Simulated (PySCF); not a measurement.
Isomers C₇H₈F₂O:

A. SMILES CC1=CC=C[C@H]1OC(F)F
B. SMILES FC(F)O[C@@]12CC=C[C@@H]1C2
C. `InChI=1S/C7H8F2O/c1-2-7(6(9)10)4-3-5(7)8/h2,5H,1,3-4H2/t5-,7+/m0/s1`
D. SMILES FC(F)OCC1=CC=CC1

Spectrum 1. $^{1}$H NMR (500 MHz, computed): δ 6.55 (m, 1H), 6.54 (m, 1H), 6.53 (m, 1H), 6.24 (d, 1H), 4.30 (m, 1H), 2.23 (s, 3H). $^{13}$C{$^{1}$H} NMR (computed): δ 155.7 (C), 141.7 (CH), 141.6 (CH), 134.6 (CH), 127.1 (CH), 88.5 (CH), 16.7 (CH3).

Spectrum 2. $^{1}$H NMR (500 MHz, computed): δ 6.84 (m, 1H), 6.79 (m, 1H), 6.67 (m, 1H), 6.65 (m, 1H), 5.26 (s, 2H), 2.91 (m, 2H). $^{13}$C{$^{1}$H} NMR (computed): δ 150.5 (C), 140.2 (CH), 139.4 (CH), 134.4 (CH), 123.2 (CH), 65.5 (CH2), 44.3 (CH2).

Spectrum 3. $^{1}$H NMR (500 MHz, computed): δ 6.40 (m, 1H), 6.23 (m, 1H), 5.74 (m, 1H), 3.20 (m, 1H), 2.77 (m, 1H), 2.40 (m, 1H), 1.40 (m, 1H), 0.11 (m, 1H). $^{13}$C{$^{1}$H} NMR (computed): δ 142.0 (CH), 138.1 (CH), 127.2 (CH), 70.3 (C), 46.2 (CH2), 35.5 (CH), 25.0 (CH2).

Spectrum 4. $^{1}$H NMR (500 MHz, computed): δ 6.15 (m, 1H), 6.14 (m, 1H), 5.88 (m, 1H), 5.18 (m, 1H), 2.91 (m, 1H), 2.44 (m, 1H), 2.36 (m, 1H), 1.58 (m, 1H). $^{13}$C{$^{1}$H} NMR (computed): δ 171.8 (C), 146.3 (CH), 129.5 (CH2), 99.2 (CH), 59.5 (C), 28.3 (CH2), 22.6 (CH2).

Calculated, not measured (PySCF 2.14.0 with density-fitted response routines): structure optimised with GFN2-xTB, NMR shieldings at PBE0/pcSseg-1/GIAO. No relativistic terms, in vacuum, averaged over atoms made equivalent by symmetry, fast rotation or ring inversion, one computed conformer.

Shifts are taken against calculated references (same method and geometry level): $^{1}$H and $^{13}$C against TMS. Splittings of carbon signals by F and P are missing where no couplings were computed. Where no couplings were computed, multiplicities follow the n + 1 count of equivalent neighbours, and m marks all less simple cases (inequivalent or close neighbours, rings, F or P nearby). Shifts are as computed. Against solution values, carbons near 30 ppm lie about +3 ppm off and those near 130 ppm about +5 ppm. Of 1211 compounds with measured shifts, 218 miss one by over three times the rms of a fit or turn the order of signals round; such compounds aren't used in these exercises.

Which spectrum belongs to which compound?

## Answers

1–A, 2–D, 3–B, 4–C.

- Spectrum 1 (A): 7 $^{13}$C signals; δC 155.7 is a fully substituted alkene carbon; δC 141.7 is an alkene CH.
- Spectrum 2 (D): 7 $^{13}$C signals; δC 150.5 is a fully substituted alkene carbon; δC 140.2 is an alkene CH.
- Spectrum 3 (B): 7 $^{13}$C signals; δC 142.0 is an alkene CH; δC 138.1 is an alkene CH.
- Spectrum 4 (C): 7 $^{13}$C signals; δC 146.3 is an alkene CH; δC 129.5 is a terminal =CH2 carbon.
